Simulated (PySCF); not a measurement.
Constitutional and geometric isomers with formula CH6OSi2. Isolated molecules, 0 K electronic values unless said otherwise. One relaxed conformer stands for each flexible species; it need not be the lowest. Strings in code marks are SMILES.

The four lowest singlet excitations (Tamm–Dancoff). Method: PBE-D3(BJ)/def2-TZVP // B3LYP-D3(BJ)/def2-TZVP run with PySCF. Excitations are Tamm–Dancoff values on a coarser integration grid. The basis has no diffuse functions, so Rydberg states are missing or too high.

```json
[
 {"state": "S1", "energy (eV)": "4.04", "wavelength (nm)": "307", "oscillator strength": "0.076"},
 {"state": "S2", "energy (eV)": "4.26", "wavelength (nm)": "291", "oscillator strength": "0.361"},
 {"state": "S3", "energy (eV)": "4.91", "wavelength (nm)": "253", "oscillator strength": "0.032"},
 {"state": "S4", "energy (eV)": "5.16", "wavelength (nm)": "240", "oscillator strength": "0.003"}
]
```

**Question.** Which member gives these states?
(A) `C/[SiH]=[SiH]/O` (Si–Si–O–H torsion 129°)
(B) `OC[SiH]=[SiH2]` (H–O–C–Si torsion -173°, O–C–Si–Si torsion -106°)
(C) `[SiH3][Si@@H]1CO1`
(D) `CO[SiH]=[SiH2]` (C–O–Si–Si torsion 142°)

**Answer.** D, `CO[SiH]=[SiH2]` (C–O–Si–Si torsion 142°)
